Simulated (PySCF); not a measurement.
C₃H₈O₂Si, SMILES C=C[Si@@H](O)OC.

Geometry: PBE0-D3(BJ)/def2-SVP. The structure was generated by enumeration; whether it is a known compound was not checked. One conformer was computed; it need not be the lowest.

Two levels are set side by side: TDA-PBE/def2-SVPD (PySCF) and TDA-LC-ωPBE/def2-SVPD (PySCF). Vertical, same geometry. The lowest singlet is HOMO→LUMO 88 % with PBE and HOMO−2→LUMO 40 %, HOMO−3→LUMO 25 %, HOMO−1→LUMO 13 % with the other functional; states are paired by order. Differences are taken from unrounded values.

```csv
quantity,TDA-PBE
lowest singlet excitation (eV),5.08
lowest triplet excitation (TDA) (eV),4.27
first bright state (f over 0.05) (eV),6.75
its oscillator strength,0.09
```

**Question.** These are the TDA-PBE values. What does TDA-LC-ωPBE give? (The exact figures need the calculation; the answer reports its results.)

**Answer.** 
| quantity | TDA-LC-ωPBE | TDA-PBE minus TDA-LC-ωPBE |
|---|---|---|
| lowest singlet excitation (eV) | 6.80 | -1.73 |
| lowest triplet excitation (TDA) (eV) | 4.03 | 0.23 |
| first bright state (f over 0.05) (eV) | 7.71 | -0.96 |
| its oscillator strength | 0.46 | -0.37 |

Functionals without exact exchange tend to place singlet excitations lower, as here. Differences between two approximate levels are no errors against the true value.

Rough cost on one machine, each run with all the roots and properties that it gave: TDA-LC-ωPBE against TDA-PBE about 4 times.
